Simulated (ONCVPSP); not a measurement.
# Reading a pseudo-wave (Si (Z = 14))

Columns: radius, all-electron u(r) and pseudo u(r) of the 3p shell (level -4.06 eV) of silicon in the configuration [Ne] 3s2 3p2; PBEsol, scalar-relativistic, ONCV scheme, ONCVPSP 4.0.1.

```csv
r (bohr),all-electron,pseudo
0.098,-0.0987,0.0035
0.195,-0.2104,0.0138
0.292,-0.2576,0.0309
0.390,-0.2451,0.0548
0.488,-0.1922,0.0847
0.585,-0.1173,0.1193
0.682,-0.0322,0.1581
0.780,0.0562,0.2008
0.878,0.1418,0.2463
0.975,0.2210,0.2930
1.072,0.2930,0.3398
1.170,0.3579,0.3856
1.268,0.4149,0.4287
1.365,0.4637,0.4687
1.463,0.5055,0.5062
1.560,0.5395,0.5396
1.658,0.5672,0.5672
1.755,0.5884,0.5885
1.852,0.6041,0.6041
1.950,0.6148,0.6149
2.047,0.6210,0.6210
2.145,0.6233,0.6234
2.242,0.6222,0.6222
2.340,0.6181,0.6181
2.438,0.6114,0.6114
2.535,0.6027,0.6027
```

How many radial nodes do the two functions have?

The all-electron 3p function has n − l − 1 = 1; the pseudo-wave has 0, since the states of the same l below it are removed with the core.

At about which radius was the pseudo-wave matched?

1.55 bohr, where the columns begin to agree (steps of 0.10 bohr).

Is the pseudo-wave norm-conserving?

Yes: the ONCV scheme keeps the norm inside the radius equal to the all-electron one, which fixes the energy derivative of the logarithmic derivative at the level.
